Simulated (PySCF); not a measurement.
Si(Cl)3(NCO) (CCl₃NOSi), SMILES Cl[Si](Cl)(N=C=O)Cl.

Geometry: PBE0-D3(BJ)/def2-SVP. Other conformers were not sampled.

Two levels are set side by side: TDDFT-PBE/def2-SVPD (PySCF) and TDDFT-B3LYP/def2-SVPD (PySCF). Vertical, same geometry. The lowest singlet is HOMO→LUMO 98 % with PBE and HOMO−1→LUMO+1 45 %, HOMO→LUMO+2 45 % with the other functional; states are paired by order. Differences are taken from unrounded values.

```tsv
quantity	TDDFT-B3LYP
lowest singlet excitation (eV)	7.05
lowest triplet excitation (TDA) (eV)	6.46
```

### Question
What does TDDFT-PBE give, and how far is it from TDDFT-B3LYP? (Estimate from the structure and the level; the computed values follow.)

### Answer

```json
[
 {"quantity": "lowest singlet excitation (eV)", "TDDFT-PBE": "6.49", "TDDFT-PBE minus TDDFT-B3LYP": "-0.57"},
 {"quantity": "lowest triplet excitation (TDA) (eV)", "TDDFT-PBE": "6.19", "TDDFT-PBE minus TDDFT-B3LYP": "-0.27"}
]
```

A lower first singlet is the usual sign of a functional without exact exchange. Differences between two approximate levels are no errors against the true value.

Rough cost on one machine, each run with all the roots and properties that it gave: TDDFT-B3LYP against TDDFT-PBE about 3 times.
